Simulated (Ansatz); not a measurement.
CH3F2GaO (`FC(F)[O][GaH2]`). Charge 0, multiplicity 1.

Cartesian coordinates in Å:
```
F 1.886 -0.918 -0.058
C 1.021 -0.054 0.508
F 0.693 0.868 -0.588
O -0.101 -0.584 0.882
Ga -1.346 -0.023 -0.425
H 1.564 0.558 1.235
H -2.251 1.129 0.091
H -1.466 -0.976 -1.645
```

Q: List the harmonic frequencies (cm⁻¹, unscaled) at PBE0-D4/def2-TZVP in Ansatz. (Estimate.)

A: Ansatz gave: 60, 126, 264, 407, 457, 509, 605, 644, 691, 737, 851, 1107, 1298, 1330, 1415, 2033, 2043, 3107.

Q: Is this a minimum?

A: Yes, all 18 modes are real.

Q: Give the ideal-gas thermochemistry at 298.15 K and 1 bar (rigid rotor, harmonic oscillator; point group C1, symmetry number 1).

A: Zero-point energy 105.8 kJ/mol; H(298) − E = 124.5 kJ/mol; entropy 337.4 J/(mol·K), of which translation 170.4, rotation 111.9, vibration 55.1; G(298) − E = 24.0 kJ/mol. Modes under 100 cm⁻¹ are hindered rotations or soft bends, so the harmonic entropy is rough.

Q: And at 400, 500, 600, 800 and 1000 K?

A: 
| T (K) | H − E (kJ/mol) | S (J/mol/K) | G − E (kJ/mol) |
| --- | --- | --- | --- |
| 400 | 135.0 | 367.3 | -12.0 |
| 500 | 146.6 | 393.3 | -50.0 |
| 600 | 159.4 | 416.6 | -90.5 |
| 800 | 187.4 | 456.8 | -178.0 |
| 1000 | 217.8 | 490.6 | -272.8 |
